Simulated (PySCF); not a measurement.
Compound: C5H6BCl2F.
Geometry (PBE0-D3(BJ)/def2-SVP, Å), atoms numbered from 1 in this order:
```
atom  x, y, z in Å
F1    -1.2646   -1.4886    1.6129
C2    -0.2680   -1.1703    0.7576
C3     0.4776    0.1428    1.0331
B4     1.9986    0.2210    0.8305
Cl5    2.7783   -0.6944   -0.4530
Cl6    3.0032    1.2220    1.8601
C7    -0.4481   -0.0522   -0.1433
C8    -0.4340    0.2078   -1.5966
C9    -1.5825    0.6855   -0.7310
H10    0.3151   -2.0470    0.4545
H11    0.0432    0.7095    1.8636
H12    0.2654    0.9583   -1.9753
H13   -0.6057   -0.6364   -2.2704
H14   -2.5424    0.1659   -0.8017
H15   -1.6556    1.7579   -0.5297
```

Method used: PBE0-D3(BJ)/def2-SVP geometry optimisation, gas phase (PySCF 2.14.0).

Take the most abundant isotopes and a rigid rotor. The values belong to one conformer with, in the numbering `[F:1][C@@H:2]1[C@@H:3]([B:4]([Cl:5])[Cl:6])[C:7]12[CH2:8][CH2:9]2`, C2–C3–B4–Cl5 34°.

(1) Give the principal moments of inertia and the rotational constants in cm⁻¹.

(2) Classify the top.

(3) What does the inertial defect say?

(4) Give the other two planar moments, Paa and Pbb, and the rms extents of the mass along the axes.

(5) Where do the levels up to J = 2 lie, in MHz?

(6) Which lines would a microwave search look for?

(7) Estimate the classical rotational partition function at 50 K, 100 K and 298.15 K.

## Answers

(1) Ia = 318.80, Ib = 698.97, Ic = 780.21 u·Å²; 505379 MHz·u·Å²/I gives 1585, 723.0 and 647.7 MHz, that is A = 0.05288, B = 0.02412, C = 0.02161 cm⁻¹.

(2) An asymmetric top: κ = (2 × 723.0 − 1585 − 647.7)/(1585 − 647.7) = -0.84.

(3) Not planar: Δ = Ic − Ia − Ib = -237.56 u·Å². For a rigid frame Δ = −2 Σ m c², so Σ m c² = 118.78 u·Å² lies off the ab plane: 13.12 from hydrogen and 105.66 from heavier atoms. The atom farthest from that plane is 2.43 Å away.

(4) Paa = Σ m a² = (Ib + Ic − Ia)/2 = 580.19 and Pbb = Σ m b² = (Ia + Ic − Ib)/2 = 200.02 u·Å². With the mass M = 165.99 u, the rms extents √(P/M) along a, b and c are 1.87, 1.10, 0.85 Å.

(5) Above 0(0,0):
J = 1: 1(0,1) 1371, 1(1,1) 2233, 1(1,0) 2308
J = 2: 2(0,2) 4108, 2(1,2) 4899, 2(1,1) 5125, 2(2,1) 7712, 2(2,0) 7716

(6) The dipole components are |μa| = 1.00 D, |μb| = 0.91 D, |μc| = 0.70 D. Intensities carry the squares of the components, which stand as 1.00 : 0.82 : 0.49 (a : b : c). Some lines, for components of 0.1 D or more:

```json
{"type": "c", "branch": "Q", "J(Ka,Kc)": "2(1,2) ← 2(0,2)", "MHz": "792", "lower level (cm⁻¹)": "0.137"}
{"type": "b", "branch": "Q", "J(Ka,Kc)": "2(1,1) ← 2(0,2)", "MHz": "1017", "lower level (cm⁻¹)": "0.137"}
{"type": "b", "branch": "Q", "J(Ka,Kc)": "3(1,2) ← 3(0,3)", "MHz": "1146", "lower level (cm⁻¹)": "0.274"}
{"type": "a", "branch": "R", "J(Ka,Kc)": "1(0,1) ← 0(0,0)", "MHz": "1371", "lower level (cm⁻¹)": "0.000"}
{"type": "b", "branch": "R", "J(Ka,Kc)": "1(1,1) ← 0(0,0)", "MHz": "2233", "lower level (cm⁻¹)": "0.000"}
{"type": "c", "branch": "R", "J(Ka,Kc)": "1(1,0) ← 0(0,0)", "MHz": "2308", "lower level (cm⁻¹)": "0.000"}
{"type": "c", "branch": "Q", "J(Ka,Kc)": "3(2,2) ← 3(1,2)", "MHz": "2477", "lower level (cm⁻¹)": "0.312"}
{"type": "a", "branch": "R", "J(Ka,Kc)": "2(1,2) ← 1(1,1)", "MHz": "2666", "lower level (cm⁻¹)": "0.074"}
{"type": "b", "branch": "Q", "J(Ka,Kc)": "2(2,1) ← 2(1,2)", "MHz": "2812", "lower level (cm⁻¹)": "0.163"}
{"type": "a", "branch": "R", "J(Ka,Kc)": "3(0,3) ← 2(0,2)", "MHz": "4094", "lower level (cm⁻¹)": "0.137"}
{"type": "a", "branch": "R", "J(Ka,Kc)": "3(2,2) ← 2(2,1)", "MHz": "4112", "lower level (cm⁻¹)": "0.257"}
{"type": "a", "branch": "R", "J(Ka,Kc)": "3(2,1) ← 2(2,0)", "MHz": "4131", "lower level (cm⁻¹)": "0.257"}
{"type": "a", "branch": "R", "J(Ka,Kc)": "3(1,2) ← 2(1,1)", "MHz": "4222", "lower level (cm⁻¹)": "0.171"}
{"type": "b", "branch": "R", "J(Ka,Kc)": "3(1,3) ← 2(0,2)", "MHz": "4788", "lower level (cm⁻¹)": "0.137"}
{"type": "c", "branch": "R", "J(Ka,Kc)": "3(1,2) ← 2(0,2)", "MHz": "5240", "lower level (cm⁻¹)": "0.137"}
{"type": "b", "branch": "R", "J(Ka,Kc)": "2(2,1) ← 1(1,0)", "MHz": "5403", "lower level (cm⁻¹)": "0.077"}
{"type": "c", "branch": "R", "J(Ka,Kc)": "2(2,1) ← 1(1,1)", "MHz": "5479", "lower level (cm⁻¹)": "0.074"}
{"type": "b", "branch": "R", "J(Ka,Kc)": "2(2,0) ← 1(1,1)", "MHz": "5483", "lower level (cm⁻¹)": "0.074"}
{"type": "c", "branch": "R", "J(Ka,Kc)": "3(2,1) ← 2(1,1)", "MHz": "6722", "lower level (cm⁻¹)": "0.171"}
{"type": "c", "branch": "R", "J(Ka,Kc)": "3(2,2) ← 2(1,2)", "MHz": "6925", "lower level (cm⁻¹)": "0.163"}
{"type": "c", "branch": "R", "J(Ka,Kc)": "3(3,0) ← 2(2,0)", "MHz": "8610", "lower level (cm⁻¹)": "0.257"}
{"type": "c", "branch": "R", "J(Ka,Kc)": "3(3,1) ← 2(2,1)", "MHz": "8614", "lower level (cm⁻¹)": "0.257"}
```

(7) Point group C1, symmetry number σ = 1; q = (√π/σ)·√((kT/h)³/(ABC)), k/h = 20836.6 MHz/K: 69200 at 50 K, 196000 at 100 K, 1010000 at 298.15 K.

No frequency check. No vibrational averaging or centrifugal distortion is included, and the geometry carries the error of its method. Quadrupole hyperfine structure (11B, 35Cl) is left out.

Hardware: one thread of an x86-64 server, no GPU (shared host). Cost: 92 s. That covers the optimisation of the geometry.
